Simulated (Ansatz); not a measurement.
Start from `O[SiH2][SiH](O)S` and change one atom or group to get `O[SiH]([SiH3])S`.

Ansatz, PBE0-D4/def2-TZVP geometries, multiplicity 1. Each molecule was computed in one conformer, which needn't be the lowest.

| property | `O[SiH2][SiH](O)S` |
| --- | --- |
| HOMO energy (PBE/def2-TZVPP) / eV | -6.22 |
| size of the dipole moment (ωB97M-V/def2-TZVPP) / D | 1.78 |
| LUMO energy (B3LYP/def2-TZVPP) / eV | -0.94 |
| size of the dipole moment (B3LYP/def2-TZVPP) / D | 1.75 |
| LUMO energy (ωB97M-V/def2-TZVPP) / eV | 0.97 |
| HOMO–LUMO gap (PBE0/def2-TZVPP) / eV | 6.69 |

(1) Give the same properties after the change, and the shifts. (An estimate is asked.)

Answers

(1) The calculation gave: 
```tsv
property	`O[SiH]([SiH3])S`	shift
HOMO energy (PBE/def2-TZVPP) / eV	-6.40	-0.18
size of the dipole moment (ωB97M-V/def2-TZVPP) / D	1.62	-0.16
LUMO energy (B3LYP/def2-TZVPP) / eV	-0.54	0.40
size of the dipole moment (B3LYP/def2-TZVPP) / D	1.62	-0.13
LUMO energy (ωB97M-V/def2-TZVPP) / eV	1.39	0.42
HOMO–LUMO gap (PBE0/def2-TZVPP) / eV	7.28	0.59
```

With PBE0 the HOMO falls by 0.19 eV and the LUMO rises by 0.40 eV, so the gap widens by about 0.59 eV. PBE moves the HOMO by -0.18 eV and ωB97M-V by -0.26 eV. Dipoles are sizes alone; their direction can turn.

B3LYP here is the variant with VWN-RPA as its local correlation; programs differ in this.
